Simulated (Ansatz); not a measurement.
Born–Oppenheimer molecular dynamics of Cl$_{4}$H$_{2}$OW (8 atoms, charge 0, multiplicity 1). It starts at the highest image of a converged band, a first-order saddle point between two minima.

Theory: RKS PBE/def2-SVP in Ansatz.

- ensemble: NVE (velocity Verlet)
- time step: 0.5 fs
- steps asked: 200
- starting velocities drawn for: 100 K
- seed: 11730

Frames 2.5 fs apart, positions in Å, forces in eV/Å.

Velocities at 45 fs (Å/ps):

```
W -0.53 -0.09 -0.11
H 11.15 -6.23 -3.60
Cl 0.85 1.66 0.36
Cl 0.78 -0.13 -0.12
Cl -0.27 0.66 0.76
Cl 0.21 -0.62 -1.04
O 1.62 -1.80 2.13
H 4.41 -3.62 -7.88
```

```xyz
8
Properties=species:S:1:pos:R:3:forces:R:3 time_fs=45 energy_less_start_eV=0.039 T=49
W -0.098 -0.117 -0.013 0.27 0.31 -0.68
H 0.300 0.219 1.583 -0.20 -0.03 0.24
Cl 2.248 -0.046 0.353 0.26 -0.14 -0.20
Cl -0.200 2.228 0.153 -0.11 0.01 0.00
Cl -2.352 -0.130 0.409 -0.05 -0.14 0.04
Cl -0.055 -2.404 0.200 -0.10 0.05 0.12
O 0.387 0.124 -1.839 -0.26 -0.12 0.46
H 1.127 0.640 -2.218 0.19 0.06 0.02
8
Properties=species:S:1:pos:R:3:forces:R:3 time_fs=47.5 energy_less_start_eV=0.045 T=42
W -0.099 -0.117 -0.013 0.34 0.32 -0.58
H 0.321 0.203 1.581 -0.26 -0.02 0.22
Cl 2.250 -0.042 0.354 0.27 -0.14 -0.24
Cl -0.198 2.227 0.153 -0.11 -0.01 0.03
Cl -2.353 -0.129 0.411 -0.06 -0.14 0.04
Cl -0.055 -2.405 0.198 -0.10 0.07 0.12
O 0.391 0.120 -1.833 0.12 0.15 0.12
H 1.140 0.630 -2.234 -0.20 -0.23 0.28
8
Properties=species:S:1:pos:R:3:forces:R:3 time_fs=50 energy_less_start_eV=0.042 T=46
W -0.100 -0.118 -0.014 0.38 0.34 -0.31
H 0.327 0.185 1.592 -0.30 -0.04 0.09
Cl 2.253 -0.038 0.354 0.25 -0.14 -0.25
Cl -0.197 2.227 0.152 -0.12 -0.03 0.05
Cl -2.354 -0.127 0.413 -0.05 -0.14 0.04
Cl -0.054 -2.407 0.196 -0.10 0.09 0.11
O 0.395 0.116 -1.827 -0.07 0.00 0.10
H 1.143 0.608 -2.235 0.02 -0.09 0.19
8
Properties=species:S:1:pos:R:3:forces:R:3 time_fs=52.5 energy_less_start_eV=0.037 T=53
W -0.102 -0.117 -0.015 0.35 0.31 -0.01
H 0.316 0.165 1.609 -0.28 -0.04 -0.05
Cl 2.256 -0.034 0.354 0.19 -0.13 -0.25
Cl -0.195 2.227 0.152 -0.12 -0.05 0.07
Cl -2.355 -0.126 0.415 -0.04 -0.14 0.03
Cl -0.054 -2.408 0.193 -0.11 0.12 0.10
O 0.399 0.111 -1.820 -0.39 -0.22 0.15
H 1.149 0.582 -2.226 0.40 0.15 -0.03
8
Properties=species:S:1:pos:R:3:forces:R:3 time_fs=55 energy_less_start_eV=0.026 T=67
W -0.102 -0.117 -0.015 0.23 0.25 0.20
H 0.288 0.142 1.622 -0.19 -0.02 -0.09
Cl 2.260 -0.031 0.354 0.10 -0.12 -0.22
Cl -0.194 2.226 0.152 -0.12 -0.07 0.09
Cl -2.356 -0.125 0.417 -0.02 -0.14 0.01
Cl -0.054 -2.409 0.191 -0.11 0.14 0.10
O 0.402 0.107 -1.812 0.05 0.02 -0.21
H 1.174 0.562 -2.216 0.05 -0.06 0.13
8
Properties=species:S:1:pos:R:3:forces:R:3 time_fs=57.5 energy_less_start_eV=0.022 T=72
W -0.103 -0.117 -0.016 0.02 0.16 0.30
H 0.249 0.119 1.631 -0.03 0.02 -0.03
Cl 2.263 -0.028 0.353 0.00 -0.11 -0.18
Cl -0.193 2.225 0.152 -0.12 -0.08 0.10
Cl -2.357 -0.125 0.419 0.01 -0.14 0.00
Cl -0.055 -2.410 0.190 -0.11 0.16 0.09
O 0.404 0.102 -1.806 0.46 0.21 -0.51
H 1.203 0.539 -2.198 -0.24 -0.21 0.23
8
Properties=species:S:1:pos:R:3:forces:R:3 time_fs=60 energy_less_start_eV=0.021 T=73
W -0.104 -0.117 -0.017 -0.20 0.08 0.37
H 0.208 0.096 1.639 0.13 0.06 0.05
Cl 2.267 -0.025 0.351 -0.09 -0.11 -0.14
Cl -0.192 2.225 0.153 -0.12 -0.10 0.12
Cl -2.358 -0.124 0.421 0.04 -0.14 -0.02
Cl -0.055 -2.410 0.188 -0.11 0.18 0.08
O 0.408 0.098 -1.801 0.21 0.01 -0.44
H 1.221 0.505 -2.169 0.15 0.01 -0.02
8
Properties=species:S:1:pos:R:3:forces:R:3 time_fs=62.5 energy_less_start_eV=0.027 T=65
W -0.105 -0.117 -0.017 -0.37 0.06 0.45
H 0.175 0.078 1.649 0.24 0.08 0.05
Cl 2.271 -0.022 0.350 -0.17 -0.10 -0.11
Cl -0.191 2.224 0.153 -0.13 -0.11 0.13
Cl -2.359 -0.124 0.423 0.06 -0.13 -0.04
Cl -0.056 -2.410 0.186 -0.10 0.19 0.08
O 0.414 0.094 -1.798 0.15 -0.06 -0.42
H 1.247 0.471 -2.140 0.31 0.09 -0.14
8
Properties=species:S:1:pos:R:3:forces:R:3 time_fs=65 energy_less_start_eV=0.030 T=61
W -0.106 -0.116 -0.017 -0.44 0.09 0.54
H 0.157 0.064 1.661 0.30 0.06 -0.04
Cl 2.274 -0.019 0.348 -0.22 -0.10 -0.10
Cl -0.191 2.223 0.154 -0.13 -0.12 0.14
Cl -2.360 -0.125 0.425 0.08 -0.13 -0.05
Cl -0.057 -2.410 0.185 -0.10 0.19 0.07
O 0.419 0.090 -1.796 0.71 0.12 -0.60
H 1.287 0.441 -2.118 -0.20 -0.11 0.03
8
Properties=species:S:1:pos:R:3:forces:R:3 time_fs=67.5 energy_less_start_eV=0.028 T=64
W -0.107 -0.116 -0.017 -0.42 0.16 0.58
H 0.155 0.054 1.671 0.30 0.04 -0.16
Cl 2.277 -0.017 0.347 -0.24 -0.10 -0.10
Cl -0.191 2.221 0.155 -0.14 -0.13 0.15
Cl -2.360 -0.125 0.427 0.08 -0.13 -0.05
Cl -0.058 -2.410 0.184 -0.10 0.19 0.07
O 0.428 0.086 -1.797 0.78 0.08 -0.51
H 1.318 0.405 -2.095 -0.26 -0.11 0.02
8
Properties=species:S:1:pos:R:3:forces:R:3 time_fs=70 energy_less_start_eV=0.018 T=77
W -0.108 -0.116 -0.017 -0.34 0.25 0.50
H 0.172 0.046 1.672 0.26 0.01 -0.22
Cl 2.279 -0.015 0.344 -0.23 -0.10 -0.12
Cl -0.191 2.220 0.156 -0.14 -0.14 0.16
Cl -2.361 -0.126 0.429 0.08 -0.12 -0.05
Cl -0.059 -2.409 0.183 -0.10 0.18 0.07
O 0.439 0.082 -1.800 0.22 -0.16 -0.18
H 1.337 0.364 -2.072 0.26 0.08 -0.15
8
Properties=species:S:1:pos:R:3:forces:R:3 time_fs=72.5 energy_less_start_eV=0.001 T=99
W -0.110 -0.115 -0.017 -0.22 0.34 0.25
H 0.205 0.038 1.659 0.21 -0.01 -0.16
Cl 2.281 -0.013 0.342 -0.20 -0.10 -0.15
Cl -0.191 2.218 0.158 -0.15 -0.14 0.17
Cl -2.361 -0.126 0.431 0.06 -0.11 -0.05
Cl -0.060 -2.408 0.182 -0.10 0.16 0.07
O 0.451 0.078 -1.803 0.23 -0.20 -0.03
H 1.367 0.326 -2.056 0.17 0.06 -0.10
```

Of the whole run (100 fs, mean temperature of the second half 110 K): The conserved energy stayed within 0.013 meV per atom of its start (net change 0.0065 meV per atom), so the integration is sound. A run of 0.1 ps of so small a system gives no equilibrium averages. The orbitals stay closed-shell, which can raise the energy where a bond breaks towards radicals; this wasn't checked here.

Time of the run: 6.3 min on 4 threads of Arm Neoverse V2, on a shared host, peak memory 0.2 GiB.
